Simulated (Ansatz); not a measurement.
Reaction: SiH4S (sulfanylsilane, SMILES [SiH3]S) → SiH3S (SMILES [SiH3][S], doublet) + H (doublet) (the H-S bond breaks)
Each species at its own B3LYP-D3(BJ)/def2-TZVP minimum (Ansatz, a quantum-chemistry and plane-wave program).

Property: bond dissociation energy (electronic), in kJ/mol. Radicals and triplets start from unrestricted determinants; spin-orbit coupling is neglected. CBS(X,Y): correlation extrapolated as X^-3, Hartree-Fock from the larger set. A bracket is a step between two methods taken in the basis named. Functionals run without relativity, which enters their misses. '+ core + X2C': CCSD(T) terms for core correlation (cc-pwCVTZ, 1s frozen past Ne) and scalar relativity (cc-pVTZ-DK). Where a partner has so few electrons that a lower coupled-cluster level is exact, that level stands in.

CCSD(T)/CBS(cc-pV(T+d)Z,cc-pV(Q+d)Z) + [CCSDT(Q) - CCSD(T)]/cc-pV(T+d)Z + core + X2C (Ansatz) gives 395.4 kJ/mol.

How far off this value is PBE/def2-TZVPD (Ansatz), in which direction, and which of these levels come nearer: B3LYP/def2-TZVPD, wB97M-V/def2-TZVPD, CCSD(T)/CBS(cc-pV(T+d)Z,cc-pV(Q+d)Z) + core + X2C?

PBE gives 379.6 kJ/mol, 15.8 kJ/mol below it. Differences of the others: B3LYP/def2-TZVPD (Ansatz) -14.2; wB97M-V/def2-TZVPD (Ansatz) -3.0; CCSD(T)/CBS(cc-pV(T+d)Z,cc-pV(Q+d)Z) + core + X2C (Ansatz) 0.4 kJ/mol. Nearer than PBE: B3LYP/def2-TZVPD, wB97M-V/def2-TZVPD, CCSD(T)/CBS(cc-pV(T+d)Z,cc-pV(Q+d)Z) + core + X2C.
